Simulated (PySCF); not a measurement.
Two species compared at the same levels of theory.

First species: C4H11OP.
SMILES: `CCP(C)CO`

Second species: C4H5FSi.
InChI=1S/C4H5FSi/c5-4-1-2-6-3-4/h1-3H,6H2

Levels: PBE0/def2-SVPD for dipole moment, HOMO energy, LUMO energy, HOMO–LUMO gap, static isotropic polarisability and electronic spatial extent ⟨r²⟩ about the centre of nuclear charge; TDDFT PBE0/def2-SVPD for lowest singlet excitation; TDA PBE0/def2-SVPD for lowest triplet excitation (Tamm–Dancoff); GFN2-xTB for rotational constant A and rotational constant C. Geometries: GFN2-xTB. Each structure is a single optimised conformer of the isolated species, non-relativistic unless stated; the electronic structure was computed with PySCF and density fitting.

Dipoles, sizes and rotational constants follow the conformer. The torsions of the flexible species, by atom-mapped SMILES:
- `[CH3:1][CH2:2][P:3]([CH3:4])[CH2:5][OH:6]`: C1–C2–P3–C4 -80°, C2–P3–C5–O6 -69°, H–O6–C5–P3 -59°

```tsv
property	column X	column Y
dipole moment	1.56 D	1.19 D
HOMO energy	-6.93 eV	-6.63 eV
LUMO energy	-1.65 eV	0.38 eV
HOMO–LUMO gap	5.28 eV	7.01 eV
lowest singlet excitation	4.42 eV	5.95 eV
lowest triplet excitation (Tamm–Dancoff)	2.69 eV	5.03 eV
static isotropic polarisability	69.4 au	82.5 au
electronic spatial extent ⟨r²⟩ about the centre of nuclear charge	666 bohr²	902 bohr²
rotational constant A	6.345 GHz	3.665 GHz
rotational constant C	1.740 GHz	1.446 GHz
```

Which column belongs to which species?

Column X is the second species and column Y the first. The first has 17 atoms and 58 electrons, the second 11 and 52.

How does each property change from the first species to the second?

dipole moment +0.37 D; HOMO energy -0.30 eV; LUMO energy -2.03 eV; HOMO–LUMO gap -1.73 eV; lowest singlet excitation -1.53 eV; lowest triplet excitation (Tamm–Dancoff) -2.34 eV; static isotropic polarisability -13.1 au; electronic spatial extent ⟨r²⟩ about the centre of nuclear charge -236 bohr²; rotational constant A +2.680 GHz; rotational constant C +0.294 GHz.

On the first: The dipole equals about 4.0 × 10⁻³⁰ C·m (1 D = 3.33564 × 10⁻³⁰ C·m).

On the second: The dipole equals about 5.2 × 10⁻³⁰ C·m (1 D = 3.33564 × 10⁻³⁰ C·m). The vertical singlet–triplet gap S1 − T1 is 1.73 eV (TDDFT singlet less Tamm–Dancoff triplet; S1: HOMO→LUMO, weight 0.98; T1: HOMO→LUMO, weight 0.96).
